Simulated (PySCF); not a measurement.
A run for PySCF: R-HF/3-21G on CH4O2S (a complex).

```python
from pyscf import gto, scf, dft, mp
from pyscf.data.elements import chemcore

mol = gto.M(
    atom='''
    C    -0.00756715    0.05997987   -0.05705564
    H    -0.09634303    1.05433247    0.37836588
    H    -0.78962454   -0.58605539    0.33942521
    H    -0.11048423    0.12919195   -1.13877248
    H     0.97087872   -0.35944156    0.17915124
    O     0.16509711    1.20924521    3.47304584
    S     0.40659848   -0.20337849    3.35081768
    O    -0.71235781   -1.10561971    3.40262023
    ''',
    basis='3-21g',
    charge=0, spin=0, verbose=3, max_memory=1800)
mf = scf.RHF(mol)
mf.conv_tol = 1e-8
mf.max_cycle = 100
mf.kernel()
if not mf.converged:
    mf = mf.newton().run(mf.mo_coeff, mf.mo_occ)
```

Program output:

```
converged SCF energy = -584.228659028248
```

Self-consistency was reached.

Cost: about 0.20 core-seconds (a rough figure).
